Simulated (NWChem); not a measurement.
Molecule: C3H6Se; SMILES C1C[Se]C1

```xyz
10

C     -0.1702     1.7312     0.0000
C      0.1297     0.7838     1.1683
Se    -0.0806    -0.7981     0.0000
C      0.1297     0.7838    -1.1683
H      0.4091     2.6696     0.0000
H     -1.2383     1.9958     0.0000
H     -0.5641     0.8183     2.0192
H      1.1640     0.8467     1.5361
H      1.1640     0.8467    -1.5361
H     -0.5641     0.8183    -2.0192
```
Atoms are numbered in this order, from 1.

Structure relaxed at the PBE0/def2-SVP level.

Spin-orbit effects, on the heavy nuclei and on their neighbours, are missing.

**Question.** Give the principal values of the shielding tensors (ppm) of C1, C2, Se3 from LDA (Slater exchange, VWN5)/pcSseg-1, GIAO (NWChem), with their diamagnetic and paramagnetic parts as GIAO splits them.

**Answer.** 
```csv
atom,σ11,σ22,σ33,isotropic,diamagnetic,paramagnetic
C1,113.1,165.6,167.8,148.8,247.1,-98.2
C2,130.8,147.2,179.0,152.3,247.2,-94.9
Se3,509.0,1158.5,2308.7,1325.4,2995.5,-1670.1
```
